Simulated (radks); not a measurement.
Results of a calculation; reference values are marked as such.
All-electron atom: neutral manganese in [Ar] 3d5 4s2 (the NIST ground configuration). Code: a radial shooting solver on a logarithmic mesh with Libxc functionals. Model: non-relativistic Kohn-Sham, LDA (Slater exchange, Perdew-Wang correlation), spin-unpolarised, spherical densities, point nucleus.

Normalised radial functions P(r) = r R(r), r in bohr:

r,3d
0.007823,0.0001
0.01176,0.0002
0.01769,0.0006
0.0266,0.0019
0.04001,0.0059
0.06016,0.0171
0.09048,0.0467
0.1361,0.1162
0.203,0.2521
0.3052,0.4747
0.459,0.7315
0.6903,0.8851
1.038,0.8221
1.561,0.5921
2.347,0.3316
3.53,0.1376
5.309,0.0367
7.983,0.0049

3d: eigenvalue -7.250 eV, 0 radial nodes, <r> = 1.21 bohr, 90 % of the charge inside 2.14 bohr.
